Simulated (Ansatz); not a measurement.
C2H4BrClSi (`Cl[Si]1(Br)CC1`) at its PBE0-D4/def2-TZVP geometry, where that method's forces vanish. The species carries charge 0 and has multiplicity 1.

```xyz
9

Cl    0.2378   -0.3008   -2.6982
Si    0.0650    0.5157   -0.8443
Br    0.0402    2.7081   -0.9474
C    -0.8296   -0.3648    0.4676
C     0.7479   -0.3401    0.6041
H    -1.3737    0.1896    1.2256
H    -1.2656   -1.3383    0.2660
H     1.2423   -1.2991    0.4841
H     1.1358    0.2297    1.4424
```

Q: What forces (eV/Å) does ωB97M-V/def2-TZVPP give on these atoms in Ansatz? (An estimate is asked.)

A: The calculation gave: 
```
Cl1  0.003 -0.005 -0.030
Si2 -0.010 -0.035  0.124
Br3  0.000 -0.028  0.001
C4  -0.211  0.008 -0.033
C5   0.214  0.016  0.004
H6   0.050 -0.048 -0.051
H7   0.042  0.072  0.026
H8  -0.049  0.070  0.017
H9  -0.039 -0.050 -0.058
```
